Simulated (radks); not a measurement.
Q: These are the eigenvalues of the occupied orbitals of an atom or ion with whole-number occupations (eV). All-electron calculation, Dirac Kohn-Sham, LDA (Slater exchange, Perdew-Wang correlation), spin-unpolarised, spherical densities, finite nucleus; Fermi nuclear charge, rms radius of each element as measured or else 0.836 A^(1/3) + 0.57 fm. Program: a radial shooting solver on a logarithmic mesh with Libxc functionals.

orbital  eigenvalue
1s1/2     -10937.55
2s1/2     -1368.719
2p1/2     -1218.793
2p3/2     -1186.987
3s1/2     -167.5194
3p1/2     -118.0809
3p3/2     -113.7909
3d3/2      -29.7435
3d5/2      -29.1569
4s1/2      -11.8405
4p1/2       -4.1013

Which element is it, and in what charge state? The configuration may be excited. Open shells, if any, fill j = l - 1/2 first.

A: Z = 32, germanium, charge 0: Ge in [Ar] 3d10 4s2 4p2. The list shows which subshells hold electrons but not how many an open one holds; the 1s level, -401.95 hartree, gives Z - s = 28.4 by -(Z - s)^2/2, which with screening and relativity narrows Z to a few neighbours, and the depths of the outer levels then fix element, charge and occupations together.
